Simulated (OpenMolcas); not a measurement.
An atom or ion with 65 electrons was computed by SS-CASPT2, IPEA 0.25 Eh, imaginary shift 0.1 Eh with spin-orbit coupling (OpenMolcas, ANO-RCC-VTZP, DKH2). The lowest levels that the run gave, each within 12 % of the measured value where one is at hand:

```json
{"J": "15/2", "Parity": "odd", "E (cm⁻¹)": "0.0", "g": "1.197"}
{"J": "13/2", "Parity": "odd", "E (cm⁻¹)": "5580", "g": "1.107"}
{"J": "11/2", "Parity": "odd", "E (cm⁻¹)": "8790", "g": "0.985"}
{"J": "9/2", "Parity": "odd", "E (cm⁻¹)": "10870", "g": "0.838"}
{"J": "9/2", "Parity": "odd", "E (cm⁻¹)": "14140", "g": "1.186"}
{"J": "3/2", "Parity": "odd", "E (cm⁻¹)": "17500", "g": "1.736"}
{"J": "11/2", "Parity": "odd", "E (cm⁻¹)": "17610", "g": "1.108"}
{"J": "7/2", "Parity": "odd", "E (cm⁻¹)": "18970", "g": "1.210"}
{"J": "5/2", "Parity": "odd", "E (cm⁻¹)": "20620", "g": "1.048"}
{"J": "3/2", "Parity": "odd", "E (cm⁻¹)": "20890", "g": "0.707"}
{"J": "9/2", "Parity": "odd", "E (cm⁻¹)": "21900", "g": "1.054"}
{"J": "11/2", "Parity": "odd", "E (cm⁻¹)": "25010", "g": "1.231"}
```

Task: Which ion is it, and what are the configurations and terms?

Result: Ho²⁺ (Z = 67, charge +2; active space 11 electrons in 7 orbitals (4f)). J, parity and g give the terms where levels are pure, and mixed ones are named by the computed weights; the size of the splittings, set against known spectra of the 65-electron sequence, gives the charge. In order, with the measured energies in cm⁻¹ (Martin, Zalubas and Hagan, Atomic Energy Levels: The Rare-Earth Elements, NSRDS-NBS 60 (1978); whole-number values converted from NIST levels in rydberg listed in Nahar, Atoms 12, 24 (2024)): 4f¹¹ ⁴I°_15/2, 4f¹¹ ⁴I°_13/2 (5439), 4f¹¹ ⁴I°_11/2 (8644), 4f¹¹ ⁴I°_9/2 [63 %] (10770), 4f¹¹ ⁴F°_9/2 [63 %] (13330), 4f¹¹ ⁴S°_3/2 [72 %], 4f¹¹ ²H°_11/2(1) [65 %] (16891), 4f¹¹ ⁴F°_7/2 (17867), 4f¹¹ ⁴F°_5/2 (19375), 4f¹¹ ⁴F°_3/2 [66 %], 4f¹¹ ²H°_9/2(1) [30 %], 4f¹¹ ⁴G°_11/2.

Term energies are means over components that CASPT2 splits; among the terms shown or strongly mixed into the levels shown the widest spread is 700 cm-1 (4f¹¹ ⁴I°). High states are left out of the spin-orbit mixing, which shifts the levels that they would mix with. The CASPT2 spread within a term exceeds the gap to the next term for 4f¹¹ ⁴F° and 4f¹¹ ⁴S°, so the order of their levels is uncertain, and so are names and mixing where such terms share a J. Measured partners are found by configuration, term and J. A level has none where our copy of the source lacks it or the pairing is in doubt (some pairs that miss far off the trend of their configuration count as doubtful), and it then counts in no deviation. Only configurations of the active space appear.

A share in square brackets marks a mixed level and gives the weight of the term that names it. A number in round brackets counts repeated terms of one configuration in the order of the reference energies. ° marks odd parity.
